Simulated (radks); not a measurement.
Ge, 32 electrons, occupied as [Ar] 3d10 4s2 4p1.5 4d0.5 (fractional occupations, a model configuration). All-electron calculation, Dirac Kohn-Sham, BLYP, spin-unpolarised, spherical densities, finite nucleus; open shells are shared between the two j in proportion to 2j + 1; Fermi nuclear charge, rms radius 4.0742 fm. Program: a radial shooting solver on a logarithmic mesh with Libxc functionals.

Normalised radial functions P(r) = r R(r) (large component), r in bohr:

| r | 3d3/2 | 3d5/2 | 4d5/2 |
|---|---|---|---|
| 0.003572 | 0.0000 | 0.0000 | 0.0000 |
| 0.004958 | 0.0001 | 0.0001 | 0.0000 |
| 0.006883 | 0.0002 | 0.0001 | 0.0000 |
| 0.009555 | 0.0004 | 0.0003 | 0.0000 |
| 0.01326 | 0.0010 | 0.0009 | 0.0000 |
| 0.01841 | 0.0024 | 0.0023 | 0.0001 |
| 0.02556 | 0.0060 | 0.0056 | 0.0002 |
| 0.03548 | 0.0142 | 0.0136 | 0.0004 |
| 0.04926 | 0.0328 | 0.0317 | 0.0009 |
| 0.06838 | 0.0725 | 0.0705 | 0.0019 |
| 0.09492 | 0.1508 | 0.1476 | 0.0040 |
| 0.1318 | 0.2904 | 0.2854 | 0.0076 |
| 0.1829 | 0.5062 | 0.4995 | 0.0133 |
| 0.2539 | 0.7796 | 0.7718 | 0.0204 |
| 0.3525 | 1.0342 | 1.0270 | 0.0266 |
| 0.4894 | 1.1531 | 1.1487 | 0.0282 |
| 0.6793 | 1.0607 | 1.0604 | 0.0221 |
| 0.943 | 0.8012 | 0.8044 | 0.0079 |
| 1.309 | 0.4913 | 0.4960 | -0.0136 |
| 1.817 | 0.2358 | 0.2398 | -0.0416 |
| 2.523 | 0.0824 | 0.0846 | -0.0756 |
| 3.502 | 0.0187 | 0.0195 | -0.1147 |
| 4.861 | 0.0024 | 0.0025 | -0.1564 |
| 6.749 | 0.0001 | 0.0001 | -0.1974 |
| 9.368 | 0.0000 | 0.0000 | -0.2418 |
| 13 | 0.0000 | 0.0000 | -0.2666 |
| 18.05 | 0.0000 | 0.0000 | -0.2109 |
| 25.06 | 0.0000 | 0.0000 | -0.1077 |
| 34.79 | 0.0000 | 0.0000 | -0.0314 |
| 48.29 | 0.0000 | 0.0000 | -0.0045 |

3d3/2: eigenvalue -32.592 eV, 0 radial nodes, <r> = 0.733 bohr, 90 % of the charge inside 1.25 bohr. 3d5/2: eigenvalue -32.006 eV, 0 radial nodes, <r> = 0.739 bohr, 90 % of the charge inside 1.26 bohr. 4d5/2: eigenvalue -0.335 eV, 1 radial node at r = 1.08 bohr, <r> = 14.0 bohr, 90 % of the charge inside 21.9 bohr.
